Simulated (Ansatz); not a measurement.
BCl3H2O3Si (`OB(O)O[Si](Cl)(Cl)Cl`), relaxed with RKS PBE0-D4/def2-TZVP in Ansatz 0.2.0 from a GFN2-xTB geometry. The force threshold is 0.005 eV/Å; the program also tests the step.

The species carries charge 0 and has multiplicity 1.

Start:

```xyz
10

O     1.452   -0.658    0.904
B     1.015   -0.327   -0.325
O     1.801   -0.471   -1.410
O    -0.254    0.165   -0.457
Si   -1.554    0.513    0.430
Cl   -1.107    1.863    1.841
Cl   -2.300   -1.155    1.249
Cl   -2.815    1.278   -0.925
H     2.347   -0.996    0.939
H     1.416   -0.212   -2.246
```

(1) By how much does the energy fall, and how many steps does the optimiser take? (Estimate.)

(2) Which bonds change most? (Best estimate.)

(3) Give the relaxed structure. (Estimate.)

## Answers

(1) Computed: 5.90 kJ/mol, in 11 steps, 1 of them rejected.

(2) The calculation gave: Si5–Cl8 from 2.003 to 2.024 Å; Si5–Cl6 from 2.003 to 2.024 Å; Si5–Cl7 from 2.003 to 2.024 Å; B2–O3 from 1.348 to 1.360 Å.

(3) Ansatz gave: 
```xyz
10

O     1.375   -0.681    0.916
B     1.010   -0.327   -0.341
O     1.867   -0.477   -1.386
O    -0.250    0.191   -0.552
Si   -1.525    0.517    0.382
Cl   -1.056    1.888    1.796
Cl   -2.219   -1.162    1.273
Cl   -2.963    1.272   -0.826
H     2.268   -1.030    0.961
H     1.491   -0.191   -2.222
```
